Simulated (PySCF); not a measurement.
Cartesian coordinates in Å; atom numbers follow the order of the lines, from 1:
```xyz
22

C    -3.5108    1.0932   -0.1759
C    -2.2651    0.7910    0.1576
Si   -1.7146   -0.8447    0.8994
C    -0.3344   -1.5817   -0.2238
C     0.7837   -0.6286   -0.3640
C     0.8600    0.2885   -1.3448
C     1.9863    1.2084   -1.3252
O     2.1742    2.0978   -2.1354
Si    3.0717    0.7550    0.2006
C     1.8656   -0.6467    0.6762
H    -3.7807    2.0443   -0.6090
H    -4.3220    0.3979   -0.0296
H    -1.4945    1.5339   -0.0177
H    -2.8124   -1.8148    0.9486
H    -1.1646   -0.6387    2.2467
H     0.0101   -2.5148    0.2206
H    -0.7721   -1.8053   -1.1967
H     0.1203    0.3650   -2.1288
H     4.3998    0.2609   -0.1559
H     3.1370    1.8146    1.2049
H     2.3365   -1.6317    0.6866
H     1.4156   -0.5242    1.6632
```

Level of theory: GFN2-xTB structure, shielding tensors at PBE0/pcSseg-1 (GIAO), in PySCF 2.14.0 with density-fitted response routines (averaged over atoms made equivalent by symmetry, fast rotation or ring inversion, non-relativistic, in vacuum, single conformer).

Shifts are taken against calculated references (same method and geometry level): 13C (σ = 186.93 ppm) vs TMS.

Q: Do the 13C shifts follow the atomic charges (in e)? Tabulate both.

A: 
```csv
atoms,hybridisation,δ (ppm),σ para (ppm),Hirshfeld,IAO,Mulliken,ESP-fitted
C7,sp2,232.2,-298,+0.05,+0.12,+0.06,+0.44
C5,sp2,185.1,-265,+0.05,+0.08,-0.35,+0.23
C6,sp2,146.9,-214,-0.08,-0.25,-0.05,-0.42
C1,sp2,144.9,-209,-0.08,-0.27,-0.14,-0.33
C2,sp2,138.8,-215,-0.14,-0.42,-0.49,-0.30
C4,sp3,30.2,-97,-0.15,-0.54,-0.39,-0.54
C10,sp3,17.7,-83,-0.16,-0.56,-0.44,-0.38
```

Correlation coefficients of δ with charge over these carbons: Hirshfeld +0.87, IAO +0.91, Mulliken +0.64, ESP-fitted +0.79; with the paramagnetic shielding -1.00. Among the 5 sp2 carbons alone: Hirshfeld +0.89, IAO +0.91, Mulliken +0.51, ESP-fitted +0.95. With so few points, grouped by hybridisation, these coefficients are fragile. Charge is one influence among several: hybridisation and low-lying excitations act through the paramagnetic term.

Shifts are as computed. Against solution values, carbons near 30 ppm lie about +3 ppm off and those near 130 ppm about +5 ppm. Of 1211 compounds with measured shifts, 218 miss one by over three times the rms of a fit or turn the order of signals round; such compounds aren't used in these exercises.
